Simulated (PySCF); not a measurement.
trisilylphosphine (H9PSi3), SMILES [SiH3]P([SiH3])[SiH3]. Atoms are numbered in the order given.

```xyz
13

Si     0.1955     1.9498     0.2244
P      0.0000     0.0000    -0.9006
Si     1.5908    -1.1442     0.2244
Si    -1.7863    -0.8056     0.2244
H      1.4828     2.5908    -0.1780
H      0.1824     1.7722     1.7106
H     -0.9445     2.8299    -0.1707
H      2.9230    -0.5970    -0.1707
H      1.5023    -2.5796    -0.1780
H      1.4436    -1.0440     1.7106
H     -1.9785    -2.2329    -0.1707
H     -2.9851    -0.0112    -0.1780
H     -1.6260    -0.7282     1.7106
```
Charge 0, spin multiplicity 1.

The structure is a stationary point at PBE0-D3(BJ)/def2-SVP.

These are HF/def2-TZVP in PySCF values and carry that method's errors.

Atomic charges (e):

```
atom  Mulliken  IAO
----  --------  ---
Si1       0.21  [?]
P2       -0.30  [?]
Si3       0.21  [?]
Si4       0.21  [?]
H5       -0.04  [?]
H6       -0.03  [?]
H7       -0.04  [?]
H8       -0.04  [?]
H9       -0.04  [?]
H10      -0.03  [?]
H11      -0.04  [?]
H12      -0.04  [?]
H13      -0.03  [?]
```

Q: Some entries are withheld; supply them. (Estimate from the structure and the level; the computed values follow.)

A: 
- Si1, IAO: 0.60
- P2, IAO: -0.38
- Si3, IAO: 0.60
- Si4, IAO: 0.60
- H5, IAO: -0.15
- H6, IAO: -0.17
- H7, IAO: -0.15
- H8, IAO: -0.15
- H9, IAO: -0.15
- H10, IAO: -0.17
- H11, IAO: -0.15
- H12, IAO: -0.15
- H13, IAO: -0.17

Computed Mayer and Wiberg (Löwdin basis) orders of the bonds:
```
bond     Mayer  Wiberg
-------  -----  ------
Si1–P2    1.00    1.24
P2–Si3    1.00    1.24
P2–Si4    1.00    1.24
Si1–H5    0.97    0.97
Si1–H6    0.96    0.97
Si1–H7    0.97    0.97
Si3–H8    0.97    0.97
Si3–H9    0.97    0.97
Si3–H10   0.96    0.97
Si4–H11   0.97    0.97
Si4–H12   0.97    0.97
Si4–H13   0.96    0.97
```
